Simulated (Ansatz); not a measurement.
Total energies of B2(OH)4 (B2O4H4) from Ansatz at revPBE-D4/def2-TZVP, gas phase (1 Eh = 27.2114 eV = 2625.5 kJ/mol). The reference geometry is relaxed at PBE-D4/def2-SVP.

```xyz
10

B     0.3059   -0.6167   -0.9208
O     0.1124   -1.9748   -0.9826
O     0.8858   -0.0373   -2.0225
B    -0.1539    0.3100    0.4633
O    -0.7300   -0.3529    1.5263
O     0.0768    1.6693    0.4396
H    -0.3014   -2.2815   -0.1565
H     0.9767    0.9207   -1.8750
H    -0.9743    0.2087    2.2869
H    -0.1980    2.1545    1.2413
```

| state | geometry | energy (Eh) |
| --- | --- | --- |
| charge 0 singlet | reference | -353.26506 |
| charge 1 doublet | reference | -352.89592 |
| free B atom (doublet) | – | -24.65285 |
| free O atom (triplet) | – | -75.07119 |
| free H atom (doublet) | – | -0.50412 |

Question: Work out the vertical ionisation energy to the doublet.

Answer: E(charge 1 doublet) − E(charge 0 singlet) = -352.89592 − (-353.26506) = 0.36914 Eh = 10.04 eV. For comparison, −ε of the highest occupied level is 6.58 eV at this level, 3.46 eV less.

Question: What is the binding energy per atom against free atoms?

Answer: Atoms: 2 × (-24.65285) + 4 × (-75.07119) + 4 × (-0.50412) = -351.60694 Eh. Binding: -351.60694 − (-353.26506) = 1.65812 Eh = 45.12 eV, or 4.51 eV for each of 10 atoms (no zero-point energy, no counterpoise term).
